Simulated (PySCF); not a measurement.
An unknown shows these calculated signals:

¹H NMR (400 MHz, computed): δ 5.20 (s, 3H), 5.00 (s, 2H), 4.05 (s, 3H).

¹³C{¹H} NMR (computed): δ 190.3 (C), 51.0 (CH3).

[PySCF 2.14.0 with density-fitted response routines: geometry from GFN2-xTB; shieldings: GIAO PBE0/pcSseg-1; non-relativistic; one conformer; isolated molecule; fast rotation and ring inversion assumed for equivalent nuclei]

Chemical shifts δ = σref − σ; TMS for ¹H (σref 31.72) and ¹³C (σref 186.93), all at this level.

Q: Which of these does the molecule contain: a carboxylic acid, a (CH3)2CH unit, a Si–H bond, an aldehyde, a methoxy group?

A: 
- A carboxylic acid: no.
- A (CH3)2CH unit: no.
- A Si–H bond: yes (δH 5.00 (s)).
- An aldehyde: no.
- A methoxy group: yes (δC 51.0; δH 4.05 (s)).

The data belong to `COC(=O)[SiH2]O[SiH3]`, C2H8O3Si2; they needn't prove each group on their own.

Carbon signals by region: 1 in the far downfield region (above 160 ppm), 1 at 50–100 ppm. Above 160 ppm: 190.3, carbonyl carbon.

Shifts are as computed. Against solution values, carbons near 30 ppm lie about +3 ppm off and those near 130 ppm about +5 ppm. Of 1211 compounds with measured shifts, 218 miss one by over three times the rms of a fit or turn the order of signals round; such compounds aren't used in these exercises. Multiplicities follow the n + 1 count of equivalent neighbours, as no J values were calculated; m marks all less simple cases, F and P coupling included.
